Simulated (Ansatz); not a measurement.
```xyz
9

F    -1.3718    0.5170    1.2663
C    -0.7072   -0.2339    0.3883
F    -1.2983   -1.4185    0.2344
C    -0.0710    0.4250   -0.8022
C     0.7690   -0.1358    0.3095
F     1.4179    0.7024    1.1174
F     1.4915   -1.2331    0.0856
H    -0.0841   -0.1270   -1.7343
H    -0.1460    1.5039   -0.8649
```

Total charge 0; spin multiplicity 1.

**Question.** List the r2SCAN/def2-TZVPP orbital energies in eV (Ansatz 0.2.0). (Estimate.)

**Answer.** Computed: Occupied: -667.39, -667.39, -667.39, -667.39, -278.23, -278.23, -274.23, -34.20, -33.80, -32.57, -32.34, -23.78, -17.26, -17.08, -15.54, -15.46, -14.33, -13.46, -13.32, -11.97, -11.91, -11.56, -11.23, -11.01, -10.50, -10.45, -8.48, -7.33. Lowest empty: 0.16, 1.61, 2.11, 2.16, 3.58, 3.64, 3.75, 4.55.
